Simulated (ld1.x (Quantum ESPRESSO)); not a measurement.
# Zr: TM pseudisation with PBE, non-relativistic reference atom.

Zr, norm-conserving Troullier–Martins (Kleinman–Bylander form), made with ld1.x (Quantum ESPRESSO) 7.5 (PBE, non-relativistic). Core [Ar] 3d10 4s2, reference 4p6 4d2 5s2 5p0. Waves: 5s (bound): rc 2.95 bohr; 4p (bound): rc 2.15 bohr; 4d (bound): rc 1.50 bohr. Local part: all-electron potential smoothed inside 2.85 bohr (lloc = -2). Core correction: none.

All-electron outer shells of the reference configuration (PBE, non-relativistic, ld1.x):

```csv
shell,level (eV),outermost node (bohr),outermost maximum (bohr)
4s,-52.22,0.56,1.10
4p,-32.24,0.57,1.19
5s,-4.27,1.50,3.23
4d,-3.96,0.58,1.57
5p,-1.50,1.71,4.15
```

Results:

```json
{
 "Cutoffs needed": "35 Ry and 45 Ry (the cutoffs (Ry, on a coarse ladder) from which the occupation-weighted sum of valence levels, in a spherical-Bessel basis at the reference potential, stays within 10 and 1 mRy of its value at 400 Ry)",
 "Ghost test": "no extra level below or beside the all-electron valence levels (s, p, d, f tested) (spherical-Bessel basis up to 400 Ry, 20 bohr box)",
 "Largest excitation error": "-334 meV (all-electron minus pseudo) for 4p6 4d2 5s0 5p1, out of 7 test configurations"
}
```

Generation and tests took about 2.6 s on one core of a shared server CPU.
